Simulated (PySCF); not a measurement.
H2SeZn, SMILES [ZnH][SeH].

Coordinates come from a PBE0-D3(BJ)/def2-TZVP optimisation.

These are CAM-B3LYP/def2-TZVPD (PySCF) values and carry that method's errors.

```yaml
total_energy: -4182.40989 hartree
point_group: Cs
highest_occupied_level: -8.26 eV
lowest_empty_level: -0.20 eV
orbital_gap: 8.06 eV
dipole_moment: 1.02 D
quadrupole, principal values (traceless, Buckingham form, about the centre of nuclear charge): -5.93, -0.33, 6.26 D·Å
mean_static_polarisability: 57.0 bohr³ (8.45 Å³)
polarisability_principal_values: 47.3, 48.4, 75.3 bohr³
```
